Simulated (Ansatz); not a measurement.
```yaml
atoms:
  - { symbol: C, position_ang: [1.4600, 0.0000, 0.2300] }
  - { symbol: C, position_ang: [0.7300, 1.2644, -0.2300] }
  - { symbol: C, position_ang: [-0.7300, 1.2644, 0.2300] }
  - { symbol: C, position_ang: [-1.4600, 0.0000, -0.2300] }
  - { symbol: C, position_ang: [-0.7300, -1.2644, 0.2300] }
  - { symbol: C, position_ang: [0.7300, -1.2644, -0.2300] }
  - { symbol: H, position_ang: [1.5319, 0.0000, 1.3176] }
  - { symbol: H, position_ang: [2.4722, 0.0000, -0.1745] }
  - { symbol: H, position_ang: [0.7660, 1.3267, -1.3176] }
  - { symbol: H, position_ang: [1.2361, 2.1410, 0.1745] }
  - { symbol: H, position_ang: [-1.2361, 2.1410, -0.1745] }
  - { symbol: H, position_ang: [-0.7660, 1.3267, 1.3176] }
  - { symbol: H, position_ang: [-1.5319, 0.0000, -1.3176] }
  - { symbol: H, position_ang: [-2.4722, 0.0000, 0.1745] }
  - { symbol: H, position_ang: [-1.2361, -2.1410, -0.1745] }
  - { symbol: H, position_ang: [-0.7660, -1.3267, 1.3176] }
  - { symbol: H, position_ang: [1.2361, -2.1410, 0.1745] }
  - { symbol: H, position_ang: [0.7660, -1.3267, -1.3176] }
```

Basis set: cc-pVDZ (spherical functions). Left uncorrelated: 6 orbitals. Charge 0, multiplicity 1.

Computed with Ansatz (development build ahead of 0.2.0); each method stands on the lowest determinant of its kind that the runs found. Restricted open shells among the atoms or ions are ROHF, correlated in semicanonical orbitals with singles.

Task: Give the atomization energy at this shape (free ground-state atoms in the same class of orbitals less the molecule, no zero-point energy) of singlet C6H12 by RHF-MP2, RHF.

Result:

```json
{"method": "RHF-MP2", "atomization energy": "72.39 eV"}
{"method": "RHF", "atomization energy": "58.16 eV"}
```
